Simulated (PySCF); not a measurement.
Re(OH)3 (H3O3Re), SMILES [OH][Re]([OH])[OH] (connectivity only; charge and spin as stated), neutral, multiplicity 3.

Coordinates come from a PBE-D3(BJ)/def2-SVP optimisation. The multiplicity is an assumed one; other spin states were not compared. The def2 effective core potentials stand for the cores of Re; spin–orbit coupling is left out. One conformer was computed; it need not be the lowest.

Level of theory: PySCF with PBE-D3(BJ)/def2-SVP.

Frequencies are harmonic and unscaled.

Computed harmonic wavenumbers and intensities:
| mode | ν (cm⁻¹) | IR (km/mol) | moving atoms (share of kinetic energy) |
|---|---|---|---|
| 1 | 173 | 4.0 | O 76 %, Re 15 %, H 8 % |
| 2 | 180 | 0.3 | O 83 %, H 9 %, Re 8 % |
| 3 | 188 | 3.2 | O 76 %, Re 14 %, H 10 % |
| 4 | 417 | 155.0 | H 90 %, O 10 % |
| 5 | 448 | 21.9 | H 91 %, O 9 % |
| 6 | 468 | 143.4 | H 91 %, O 9 % |
| 7 | 661 | 111.7 | H 92 % |
| 8 | 671 | 132.2 | H 92 % |
| 9 | 686 | 33.0 | H 91 %, O 9 % |
| 10 | 717 | 161.4 | O 86 %, Re 12 % |
| 11 | 718 | 181.5 | O 86 %, Re 12 % |
| 12 | 727 | 0.3 | O 97 % |
| 13 | 3562 | 40.7 | H 94 % |
| 14 | 3565 | 28.9 | H 94 % |
| 15 | 3571 | 116.5 | H 94 % |
